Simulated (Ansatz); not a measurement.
Consider the atomization: `[SH][SbH2]` → 3 H• + S• + Sb•.

Calculated with Ansatz (gas phase, PBE0-D4/def2-TZVP geometries, no zero-point term in ΔE). CCSD(T)/CBS is the MP2 limit (def2-TZVPP, def2-QZVPP) plus CCSD(T) − MP2 in def2-TZVPP, frozen cores. This one scheme is used for every species, atoms too. Open shells (•) are unrestricted, without spin–orbit coupling. Spin–orbit coupling would lower the free atoms: a little for S. def2 core potentials past Kr. For Sb outer-core shells are correlated without core-valence functions, so the limit isn't a true one: a few kJ/mol of doubt a bond, and 10 to 20 or more in all where bonds break to atoms.

`[SH][SbH2]`:

Z-matrix (Å, degrees):
```
Sb
S 1 2.426
H 1 1.710 2 94.5
H 1 1.710 2 94.3 3 90.8
H 2 1.342 1 93.1 3 133.7
```

| species | MP2/def2-SVP energy (Eh) |
| --- | --- |
| `[SH][SbH2]` | -638.65936 |
| H• | -0.49928 |
| S• | -397.44843 |
| Sb• | -239.33867 |

Work out ΔE.

ΔE = 3 × (-0.49928) + (-397.44843) + (-239.33867) − (-638.65936) = 0.37442 Eh = +235.0 kcal/mol. CCSD(T)/CBS gives +278.7 kcal/mol.

Largest T1 diagnostic among the species: 0.013.

Leaving LDA and LC-ωPBE aside and taking each functional with its dispersion term where it has one, the values, not all of them listed here, spread over 18.9 kcal/mol, from PBE-QIDH to B97M-V. LDA lies +46.1 kcal/mol from PBE without D4, its usual overbinding. From r2SCAN to r2SCAN0 (25 % exact exchange), in def2-TZVPP and without D4, ΔE moves by −6.0 kcal/mol: exact exchange takes away binding that semilocal exchange gives to molecules. At CCSD(T), def2-SVP lies −36.1 kcal/mol from the extrapolated value and def2-TZVPP −12.1 kcal/mol: correlation converges slowly with the basis, and small sets miss more of it in the bonded molecule than in its fragments.

For atomizations the MP2-based limit and the directly extrapolated one differ by several kJ/mol either way, and by 10 to 25 for some Ge, Se and Sn compounds, so smaller differences from it don't rank the levels.
